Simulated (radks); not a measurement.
Task: The table gives one normalised radial function P(r) = r R(r) (large component) of Ce22+ in [Ar] 3d10 4s2 4p4 5p2 (r in bohr). Calculated with a radial shooting solver on a logarithmic mesh with Libxc functionals: Dirac Kohn-Sham, PBEsol, spin-unpolarised, spherical densities, finite nucleus; open shells fill j = l - 1/2 first; Fermi nuclear charge, rms radius 4.8771 fm.

r           P
0.000863   0.0019
0.001124   0.0032
0.001463   0.0054
0.00189    0.0087
0.002461   0.0144
0.003205   0.0236
0.004173   0.0384
0.005434   0.0619
0.007019   0.0975
0.00914    0.1535
0.0119     0.2371
0.0155     0.3571
0.02018    0.5203
0.02607    0.7182
0.03394    0.9438
0.0442     1.1395
0.05755    1.2122
0.07434    1.0478
0.0968     0.5352
0.126     -0.3129
0.1641    -1.2780
0.2137    -1.9674
0.2761    -2.0538
0.3595    -1.5507
0.4681    -0.8248
0.6095    -0.2906
0.7936    -0.0612
1.025     -0.0073
1.335     -0.0004
1.738     0.0000
2.263     0.0000
2.947     0.0000

Which n and l does it have? It may be an empty orbital.

Result: n = 3, l = 1: the number of nodes gives n - l - 1 = 1, the rise at small r points to l (this Dirac orbital starts outside the nucleus as r^gamma with gamma = sqrt((l + 1)^2 - (Z/c)^2) = 1.95; the j = 3/2 orbital of l + 1 starts with the same power, but with a smaller coefficient, and then steepens), and the extent must fit the shell. The curve is that of 3p3/2; the two j differ most near the nucleus, where j = l - 1/2 has the larger amplitude, and in heavy atoms j = l - 1/2 is also the more compact. 3p3/2: eigenvalue -1780.5 eV, 1 radial node at r = 0.115 bohr, <r> = 0.277 bohr, 90 % of the charge inside 0.414 bohr.
